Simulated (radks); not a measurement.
Task: The mean radii <r> (bohr) of the occupied orbitals of an atom or ion are listed with their occupations. Calculated with a radial shooting solver on a logarithmic mesh with Libxc functionals: scalar-relativistic Kohn-Sham, PBE, spin-unpolarised, spherical densities, finite nucleus; Fermi nuclear charge, rms radius of each element as measured or else 0.836 A^(1/3) + 0.57 fm.

orbital  occ.      <r>
1s          2  0.05409
2s          2   0.2449
2p          6   0.2153
3s          2   0.7438
3p          6   0.7853
3d          9    1.073

Name the element and its charge.

Result: Z = 28, nickel, charge +1: Ni+ in [Ar] 3d9. The 1s radius gives Z: for a bare nucleus <r> = (2 gamma + 1)/(2Z) with gamma = sqrt(1 - (Z/c)^2), 0.05282 bohr for Z = 28, and screening makes it slightly larger (0.05409 here). The occupations add up to 27, and the charge is Z minus that.
